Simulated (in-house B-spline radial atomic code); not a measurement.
Whole-atom quantities along the 32-electron series, configuration [Ar] 3d10 4s2 4p2. Breit and QED terms are first order and not part of the total energy; the density at the nucleus is averaged over the nuclear charge. Computed with an all-electron radial atomic-structure program (B-spline basis): Dirac-Hartree-Fock, average of the configuration, finite nuclei.

```json
{"ion": "Ge", "Z": "32", "E/Z² (Eh)": "-2.0483", "Σ<r²> (bohr²)": "41.762", "n(0)/Z³ (bohr⁻³)": "0.9501", "Lamb diamagnetic shielding (ppm)": "2809.96", "repulsion over attraction": "0.16292", "Breit energy (eV)": "25.758", "self-energy (eV)": "19.088", "vacuum polarisation (eV)": "-1.8084", "Dirac less non-relativistic energy (Eh)": "-22.13"}
{"ion": "As+", "Z": "33", "E/Z² (Eh)": "?", "Σ<r²> (bohr²)": "?", "n(0)/Z³ (bohr⁻³)": "?", "Lamb diamagnetic shielding (ppm)": "?", "repulsion over attraction": "?", "Breit energy (eV)": "?", "self-energy (eV)": "?", "vacuum polarisation (eV)": "?", "Dirac less non-relativistic energy (Eh)": "?"}
{"ion": "Se2+", "Z": "34", "E/Z² (Eh)": "?", "Σ<r²> (bohr²)": "?", "n(0)/Z³ (bohr⁻³)": "?", "Lamb diamagnetic shielding (ppm)": "?", "repulsion over attraction": "?", "Breit energy (eV)": "?", "self-energy (eV)": "?", "vacuum polarisation (eV)": "?", "Dirac less non-relativistic energy (Eh)": "?"}
{"ion": "Br3+", "Z": "35", "E/Z² (Eh)": "-2.1246", "Σ<r²> (bohr²)": "20.142", "n(0)/Z³ (bohr⁻³)": "1.0129", "Lamb diamagnetic shielding (ppm)": "3167.18", "repulsion over attraction": "0.15573", "Breit energy (eV)": "35.027", "self-energy (eV)": "26.081", "vacuum polarisation (eV)": "-2.61", "Dirac less non-relativistic energy (Eh)": "-32.581"}
{"ion": "Kr4+", "Z": "36", "E/Z² (Eh)": "-2.1484", "Σ<r²> (bohr²)": "17.218", "n(0)/Z³ (bohr⁻³)": "1.0356", "Lamb diamagnetic shielding (ppm)": "3286.35", "repulsion over attraction": "0.15307", "Breit energy (eV)": "38.575", "self-energy (eV)": "28.771", "vacuum polarisation (eV)": "-2.9305", "Dirac less non-relativistic energy (Eh)": "-36.799"}
{"ion": "Rb5+", "Z": "37", "E/Z² (Eh)": "-2.1716", "Σ<r²> (bohr²)": "14.988", "n(0)/Z³ (bohr⁻³)": "1.0595", "Lamb diamagnetic shielding (ppm)": "3405.8", "repulsion over attraction": "0.15038", "Breit energy (eV)": "42.368", "self-energy (eV)": "31.654", "vacuum polarisation (eV)": "-3.2807", "Dirac less non-relativistic energy (Eh)": "-41.428"}
{"ion": "Sr6+", "Z": "38", "E/Z² (Eh)": "-2.194", "Σ<r²> (bohr²)": "13.223", "n(0)/Z³ (bohr⁻³)": "1.0843", "Lamb diamagnetic shielding (ppm)": "3525.6", "repulsion over attraction": "0.1477", "Breit energy (eV)": "46.413", "self-energy (eV)": "34.739", "vacuum polarisation (eV)": "-3.6627", "Dirac less non-relativistic energy (Eh)": "-46.495"}
{"ion": "Zr8+", "Z": "40", "E/Z² (Eh)": "-2.2368", "Σ<r²> (bohr²)": "10.597", "n(0)/Z³ (bohr⁻³)": "1.1369", "Lamb diamagnetic shielding (ppm)": "3766.42", "repulsion over attraction": "0.14239", "Breit energy (eV)": "55.297", "self-energy (eV)": "41.551", "vacuum polarisation (eV)": "-4.5306", "Dirac less non-relativistic energy (Eh)": "-58.056"}
{"ion": "Nb9+", "Z": "41", "E/Z² (Eh)": "-2.2573", "Σ<r²> (bohr²)": "9.5927", "n(0)/Z³ (bohr⁻³)": "1.164", "Lamb diamagnetic shielding (ppm)": "3887.53", "repulsion over attraction": "0.1398", "Breit energy (eV)": "60.154", "self-energy (eV)": "45.295", "vacuum polarisation (eV)": "-5.0208", "Dirac less non-relativistic energy (Eh)": "-64.61"}
{"ion": "Mo10+", "Z": "42", "E/Z² (Eh)": "-2.2772", "Σ<r²> (bohr²)": "8.7353", "n(0)/Z³ (bohr⁻³)": "1.1913", "Lamb diamagnetic shielding (ppm)": "4009.16", "repulsion over attraction": "0.13726", "Breit energy (eV)": "65.299", "self-energy (eV)": "49.278", "vacuum polarisation (eV)": "-5.5518", "Dirac less non-relativistic energy (Eh)": "-71.722"}
{"ion": "Tc11+", "Z": "43", "E/Z² (Eh)": "-2.2965", "Σ<r²> (bohr²)": "7.9952", "n(0)/Z³ (bohr⁻³)": "1.2221", "Lamb diamagnetic shielding (ppm)": "4131.33", "repulsion over attraction": "0.13477", "Breit energy (eV)": "70.741", "self-energy (eV)": "53.51", "vacuum polarisation (eV)": "-6.1265", "Dirac less non-relativistic energy (Eh)": "-79.427"}
{"ion": "Ru12+", "Z": "44", "E/Z² (Eh)": "-2.3153", "Σ<r²> (bohr²)": "7.3504", "n(0)/Z³ (bohr⁻³)": "1.2521", "Lamb diamagnetic shielding (ppm)": "4254.07", "repulsion over attraction": "0.13233", "Breit energy (eV)": "76.49", "self-energy (eV)": "58", "vacuum polarisation (eV)": "-6.7471", "Dirac less non-relativistic energy (Eh)": "-87.757"}
{"ion": "Rh13+", "Z": "45", "E/Z² (Eh)": "-2.3336", "Σ<r²> (bohr²)": "6.7842", "n(0)/Z³ (bohr⁻³)": "1.2852", "Lamb diamagnetic shielding (ppm)": "4377.43", "repulsion over attraction": "0.12995", "Breit energy (eV)": "82.556", "self-energy (eV)": "62.759", "vacuum polarisation (eV)": "-7.4168", "Dirac less non-relativistic energy (Eh)": "-96.749"}
{"ion": "Pd14+", "Z": "46", "E/Z² (Eh)": "-2.3514", "Σ<r²> (bohr²)": "6.2837", "n(0)/Z³ (bohr⁻³)": "1.3189", "Lamb diamagnetic shielding (ppm)": "4501.42", "repulsion over attraction": "0.12763", "Breit energy (eV)": "88.947", "self-energy (eV)": "67.799", "vacuum polarisation (eV)": "-8.1384", "Dirac less non-relativistic energy (Eh)": "-106.44"}
{"ion": "Ag15+", "Z": "47", "E/Z² (Eh)": "-2.3688", "Σ<r²> (bohr²)": "5.8385", "n(0)/Z³ (bohr⁻³)": "1.3549", "Lamb diamagnetic shielding (ppm)": "4626.07", "repulsion over attraction": "0.12537", "Breit energy (eV)": "95.673", "self-energy (eV)": "73.129", "vacuum polarisation (eV)": "-8.9152", "Dirac less non-relativistic energy (Eh)": "-116.87"}
{"ion": "Cd16+", "Z": "48", "E/Z² (Eh)": "-2.3858", "Σ<r²> (bohr²)": "5.4404", "n(0)/Z³ (bohr⁻³)": "1.3904", "Lamb diamagnetic shielding (ppm)": "4751.42", "repulsion over attraction": "0.12316", "Breit energy (eV)": "102.74", "self-energy (eV)": "78.762", "vacuum polarisation (eV)": "-9.7502", "Dirac less non-relativistic energy (Eh)": "-128.07"}
{"ion": "In17+", "Z": "49", "E/Z² (Eh)": "-2.4024", "Σ<r²> (bohr²)": "5.0827", "n(0)/Z³ (bohr⁻³)": "1.4298", "Lamb diamagnetic shielding (ppm)": "4877.49", "repulsion over attraction": "0.12101", "Breit energy (eV)": "110.17", "self-energy (eV)": "84.71", "vacuum polarisation (eV)": "-10.647", "Dirac less non-relativistic energy (Eh)": "-140.09"}
{"ion": "Sn18+", "Z": "50", "E/Z² (Eh)": "-2.4186", "Σ<r²> (bohr²)": "4.7598", "n(0)/Z³ (bohr⁻³)": "1.4696", "Lamb diamagnetic shielding (ppm)": "5004.31", "repulsion over attraction": "0.11891", "Breit energy (eV)": "117.96", "self-energy (eV)": "90.985", "vacuum polarisation (eV)": "-11.61", "Dirac less non-relativistic energy (Eh)": "-152.97"}
{"ion": "Sb19+", "Z": "51", "E/Z² (Eh)": "-2.4344", "Σ<r²> (bohr²)": "4.4673", "n(0)/Z³ (bohr⁻³)": "1.5116", "Lamb diamagnetic shielding (ppm)": "5131.91", "repulsion over attraction": "0.11687", "Breit energy (eV)": "126.13", "self-energy (eV)": "97.6", "vacuum polarisation (eV)": "-12.642", "Dirac less non-relativistic energy (Eh)": "-166.76"}
{"ion": "Te20+", "Z": "52", "E/Z² (Eh)": "?", "Σ<r²> (bohr²)": "?", "n(0)/Z³ (bohr⁻³)": "?", "Lamb diamagnetic shielding (ppm)": "?", "repulsion over attraction": "?", "Breit energy (eV)": "?", "self-energy (eV)": "?", "vacuum polarisation (eV)": "?", "Dirac less non-relativistic energy (Eh)": "?"}
{"ion": "I21+", "Z": "53", "E/Z² (Eh)": "-2.4652", "Σ<r²> (bohr²)": "3.9584", "n(0)/Z³ (bohr⁻³)": "1.6003", "Lamb diamagnetic shielding (ppm)": "5389.57", "repulsion over attraction": "0.11294", "Breit energy (eV)": "143.62", "self-energy (eV)": "111.9", "vacuum polarisation (eV)": "-14.932", "Dirac less non-relativistic energy (Eh)": "-197.23"}
{"ion": "Xe22+", "Z": "54", "E/Z² (Eh)": "-2.4801", "Σ<r²> (bohr²)": "3.7362", "n(0)/Z³ (bohr⁻³)": "1.6474", "Lamb diamagnetic shielding (ppm)": "5519.7", "repulsion over attraction": "0.11106", "Breit energy (eV)": "152.97", "self-energy (eV)": "119.62", "vacuum polarisation (eV)": "-16.198", "Dirac less non-relativistic energy (Eh)": "-214.01"}
```

**Question.** Fill in the row of As+.

**Answer.** E/Z² (Eh): -2.0745; Σ<r²> (bohr²): 30.357; n(0)/Z³ (bohr⁻³): 0.97029; Lamb diamagnetic shielding (ppm): 2929.2; repulsion over attraction: 0.16075; Breit energy (eV): 28.627; self-energy (eV): 21.247; vacuum polarisation (eV): -2.0507; Dirac less non-relativistic energy (Eh): -25.271.

**Question.** Fill in the row of Se2+.

**Answer.** E/Z² (Eh): -2.0999; Σ<r²> (bohr²): 24.194; n(0)/Z³ (bohr⁻³): 0.99098; Lamb diamagnetic shielding (ppm): 3048.18; repulsion over attraction: 0.15831; Breit energy (eV): 31.713; self-energy (eV): 23.576; vacuum polarisation (eV): -2.3173; Dirac less non-relativistic energy (Eh): -28.746.

**Question.** Fill in the row of Te20+.

**Answer.** E/Z² (Eh): -2.45; Σ<r²> (bohr²): 4.2012; n(0)/Z³ (bohr⁻³): 1.5535; Lamb diamagnetic shielding (ppm): 5260.32; repulsion over attraction: 0.11488; Breit energy (eV): 134.68; self-energy (eV): 104.57; vacuum polarisation (eV): -13.748; Dirac less non-relativistic energy (Eh): -181.5.

**Question.** With what power of Z does the column «Dirac less non-relativistic energy (Eh)» change over this range?

**Answer.** A fit of the logarithm of its size against log Z from Z = 32 to 54 has slope 4.34. An unscreened hydrogenic electron would give 4 at low Z; screening makes the apparent power larger near the neutral end, and relativity raises it again at high Z.
